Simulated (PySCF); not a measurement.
Fill in the blanks.

C7H8N2.
SMILES: `C=NC1=CC=CC=C1N`

Conformer (atom-mapped SMILES and torsion angles): `[CH2:1]=[N:2][c:3]1[cH:4][cH:5][cH:6][cH:7][c:8]1[NH2:9]`: C1–N2–C3–C4 -34°, H–N9–C8–C7 -24°, H–N9–C8–C7 -164°.

```csv
property,level,value
point group of the GFN2-xTB geometry,GFN2-xTB,?
"rotational constants A, B, C of the GFN2-xTB geometry",GFN2-xTB,"2.721, 1.619, 1.024 GHz"
dipole moment,wB97X-D/def2-SVPD,?
HOMO energy,wB97X-D/def2-SVPD,?
LUMO energy,wB97X-D/def2-SVPD,0.51 eV
lowest singlet excitation,TDDFT wB97X-D/def2-SVPD,"3.97 eV (312 nm, f = 0.130)"
strongest line among the 8 lowest singlet transitions,TDDFT wB97X-D/def2-SVPD,?
lowest triplet excitation (Tamm–Dancoff),TDA wB97X-D/def2-SVPD,?
static isotropic polarisability,wB97X-D/def2-SVPD,102.1 au
electronic spatial extent ⟨r²⟩ about the centre of nuclear charge,wB97X-D/def2-SVPD,1130 bohr²
```

Electronic properties: PySCF, gas phase, density fitting.

(1) Give the dipole moment.

(2) Give the HOMO energy.

(3) Give the point group of the GFN2-xTB geometry.

(4) Give the strongest line among the 8 lowest singlet transitions.

(5) Give the lowest triplet excitation (Tamm–Dancoff).

Answers

(1) 0.51 D.

(2) -7.49 eV.

(3) C1.

(4) S4 at 5.79 eV (214 nm, f = 0.256).

(5) 3.08 eV.

No computed singlet falls in the visible range (750 to 380 nm, 1.65 to 3.26 eV); S1 lies 0.71 eV above its blue end. The rotational constants make it an asymmetric top with κ = (2B − A − C)/(A − C) = -0.30, nearer the prolate limit (−1). The 8 singlets span 3.97 to 6.68 eV, and their oscillator strengths add up to 0.85. A dipole of 0.51 D is allowed in C1, and pure rotational transitions are dipole-allowed. The vertical singlet–triplet gap S1 − T1 is 0.89 eV (TDDFT singlet less Tamm–Dancoff triplet; S1: HOMO→LUMO, weight 0.86; T1: HOMO→LUMO, weight 0.78).

One conformer stands for the species.
